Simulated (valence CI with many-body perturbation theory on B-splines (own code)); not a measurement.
**Er XXVII: key properties**

Computed by relativistic CI+MBPT: six valence electrons over a frozen Dirac-Fock core [Kr], a basis of 7 s, 7 p, 8 d, 6 f, 4 g, 1 h functions for each j, with the one-electron correlation potential Σ1 (screened to all orders), the two-electron term Σ2, the three-electron term Σ3, Breit, model QED; selected single and double excitations, second order for the rest, scaled by the run's own slope (own B-spline code, finite nucleus).

No measured spectrum was set against this ion. As an estimate, large intervals hold to a few tenths of a per cent, small ones and those within an open d or f shell to about a per cent. Core correlation moves these levels by up to 7400 cm⁻¹, and in measured spectra 5 to 20 % of such shifts remained as error; rates that hang on mixing are uncertain with them. Among the levels kept, up to 780 cm⁻¹ of a level comes from second order outside the variational space, and about a tenth of that is noise between levels of different J, which matters for small intervals. Only levels of the ground parity were solved; by the run's estimate the other parity begins above the list, which can be wrong where configurations are misplaced.

Levels are named by their leading jj configuration (3d3/2^4 stands for four electrons in 3d with j = 3/2), which in mixed levels can hold well under half, so a name can repeat and another be missing.

Rates and lifetimes use the calculated energies. Strong lines usually hold to 10 to 20 %, long lifetimes can be off by a factor of two.

Task: What is the ground level?

Result: (4d3/2^4 4d5/2^2) J=4, composition 47 % 4d⁶ ⁵D + 34 % 4d⁶ ³F + 8 % 4d⁶ ¹G, g = 1.319.

Task: Name the longest-lived excited levels whose lifetime is computed, and their main decay.

Result: (4d3/2^4 4d5/2^2) J=2 at 18218 cm⁻¹ lives 490 s, mostly by E2 to (4d3/2^4 4d5/2^2) J=4; (4d3/2^3 4d5/2^3) J=6 at 97010 cm⁻¹ lives 7.64 s, mostly by E2 to (4d3/2^4 4d5/2^2) J=4; (4d3/2^4 4d5/2^2) J=0 at 53035 cm⁻¹ lives 6.19 s, mostly by E2 to (4d3/2^4 4d5/2^2) J=2.

Task: How well does LS coupling describe the low levels?

Result: Among the lowest 20 levels the leading LS term, summed over configurations, holds 50 % on average. For single configurations the figures are 49 % in LS and 85 % in jj coupling. Terms mix most in the J = 3 level at 178050 cm⁻¹, where the leading one holds 31 %.

Task: What is the ionisation energy?

Result: 944.74 eV; NIST lists 943 ± 4 eV (theoretical).
